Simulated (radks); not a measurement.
Values are calculated unless marked as measured or tabulated.
The mean radii <r> (bohr) of the occupied orbitals of an atom or ion are listed with their occupations. Level of theory: scalar-relativistic Kohn-Sham, LDA (Slater exchange, Perdew-Wang correlation), spin-unpolarised, spherical densities, point nucleus (a radial shooting solver on a logarithmic mesh with Libxc functionals).

orbital  occ.      <r>
1s          2  0.06973
2s          2   0.3259
2p          6   0.2903
3s          2    1.009
3p          6    1.087
3d          2    1.518
4s          1    3.158

Name the element and its charge.

Answer. Z = 22, titanium, charge +1: Ti+ in [Ar] 3d2 4s1. The 1s radius gives Z: for a bare nucleus <r> = (2 gamma + 1)/(2Z) with gamma = sqrt(1 - (Z/c)^2), 0.06759 bohr for Z = 22, and screening makes it slightly larger (0.06973 here). The occupations add up to 21, and the charge is Z minus that.
